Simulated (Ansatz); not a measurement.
# Relaxing a trial structure of AlBFH3N+

The starting geometry of this gas-phase singlet was optimised with GFN2-xTB.

```yaml
atoms:
  - { symbol: Al, position_ang: [0.3461, 0.6086, 0.6121] }
  - { symbol: B, position_ang: [-0.8302, -0.9597, -1.5274] }
  - { symbol: F, position_ang: [0.5220, 1.8726, -0.3885] }
  - { symbol: N, position_ang: [-0.4741, -0.9393, -0.2877] }
  - { symbol: H, position_ang: [-0.5474, -1.6731, 0.4178] }
  - { symbol: H, position_ang: [0.6591, 0.3440, 2.0466] }
  - { symbol: H, position_ang: [-1.1148, -0.8864, -2.6373] }
```

Where would you expect an optimisation with BLYP-D3(BJ)/def2-SVP to take it?

A new bond forms, giving a structure with F3 bridging B2 and Al1, given below by its coordinates. Distances that change by over a tenth: Al1–F3 (1.62 → 1.90 Å). Contacts that close: B2–F3 (3.34 → 1.52 Å).

The energy falls by 0.60 eV over 21 steps:

| step | E − E(last) (eV) |
| --- | --- |
| 1 | 0.598 |
| 3 | 0.464 |
| 5 | 0.446 |
| 8 | 0.438 |
| 10 | 0.423 |
| 12 | 0.364 |
| 14 | 0.079 |
| 17 | 0.002 |
| 19 | 0.000 |
| 21 | 0.000 |

Final geometry (Å):

```yaml
atoms:
  - { symbol: Al, position_ang: [0.2903, 0.2650, 0.8547] }
  - { symbol: B, position_ang: [-0.5383, -0.3385, -1.2903] }
  - { symbol: F, position_ang: [0.0632, 0.9921, -0.8850] }
  - { symbol: N, position_ang: [-0.4714, -1.0706, -0.1088] }
  - { symbol: H, position_ang: [-0.7917, -2.0365, 0.0077] }
  - { symbol: H, position_ang: [0.9053, 0.9965, 2.0809] }
  - { symbol: H, position_ang: [-0.8967, -0.4411, -2.4234] }
```

No frequencies were run, so the end isn't proven a minimum. Run with Ansatz 0.2.0, 20 s on 1 thread of Intel(R) Xeon(R) 6975P-C (Granite Rapids), on a shared host.
